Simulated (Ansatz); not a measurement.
boric acid (H$_{3}$BO$_{3}$), singlet, geometry from GFN2-xTB; CAM-B3LYP/STO-3G run with Ansatz (an electronic-structure program).

Input for Ansatz:
Ansatz 0.2 input:
```yaml
crystal:
  periodic: [false, false, false]
  atoms:
    - {symbol: O, position_ang: [-1.14257544, -0.76938954, -0.03182750]}
    - {symbol: B, position_ang: [-0.00770897, -0.03931797, -0.00346985]}
    - {symbol: O, position_ang: [-0.11414081, 1.32224772, 0.13027114]}
    - {symbol: O, position_ang: [1.17041255, -0.70476858, -0.10979414]}
    - {symbol: H, position_ang: [-1.93446708, -0.23864193, 0.04760011]}
    - {symbol: H, position_ang: [0.69661442, 1.82756308, 0.14897985]}
    - {symbol: H, position_ang: [1.96682712, -0.17704808, -0.08842676]}
basis:
  gaussian:
    orbitals: STO-3G
hamiltonian:
  xc: cam_b3lyp
magnetization: {spin_polarized: true}
```

Q: Write the output that Ansatz gives for this input, abridged.

A: 
```
Functional definition: CAM-B3LYP
326 factors; integrals over basis functions are off by at most 6.5e-5 eV
124 factors; integrals over basis functions are off by at most 1.3e-6 eV
mean field evaluation 1: about -6769.5223 eV, gradient 1.9e1 eV
mean field evaluation 2: about -6771.0829 eV, gradient 1.2e1 eV
mean field evaluation 4: about -6771.8436 eV, gradient 4.6e-1 eV
mean field evaluation 8: about -6771.8211 eV, gradient 6.4e-3 eV
mean field -6771.82114432 eV, -248.8598369487 hartree, gradient 1.1e-5 eV, S^2 0.000000; 0 other end points of the search recorded, 0 dependent functions left out
reference -6771.82122093 eV, -248.8598397640 hartree; 16, 16 occupied and 7, 7 virtual orbitals, 326 factors
Total energy: -6771.82122093 eV, -248.8598397640 hartree
```
